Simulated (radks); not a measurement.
Results of a calculation; reference values are marked as such.
These are the eigenvalues of the occupied orbitals of an atom or ion with whole-number occupations (hartree). Code: a radial shooting solver on a logarithmic mesh with Libxc functionals. Model: non-relativistic Kohn-Sham, LB94 model potential, spin-polarised, spherical densities, point nucleus.

| orbital | eigenvalue |
|---|---|
| 1s down | -1988.563 |
| 1s up | -1988.563 |
| 2s down | -337.0143 |
| 2s up | -337.0108 |
| 2p down | -322.7343 |
| 2p up | -322.7319 |
| 3s up | -90.13336 |
| 3s down | -90.12775 |
| 3p up | -83.61828 |
| 3p down | -83.61454 |
| 3d down | -71.42899 |
| 3d up | -71.42827 |
| 4s up | -31.41618 |
| 4s down | -31.29056 |
| 4p up | -28.74968 |
| 4p down | -28.62582 |
| 4d up | -23.93526 |
| 4d down | -23.81524 |
| 4f up | -17.82510 |

Which element is it, and in what charge state? The configuration may be excited. Open shells, if any, are filled with parallel spins first.

Answer. Z = 68, erbium, charge +19: Er19+ in [Kr] 4d10 4f3. The list shows which subshells hold electrons but not how many an open one holds; the 1s level, -1988.6 hartree, gives Z - s = 63.1 by -(Z - s)^2/2, which with screening narrows Z to a few neighbours, and the depths of the outer levels then fix element, charge and occupations together.
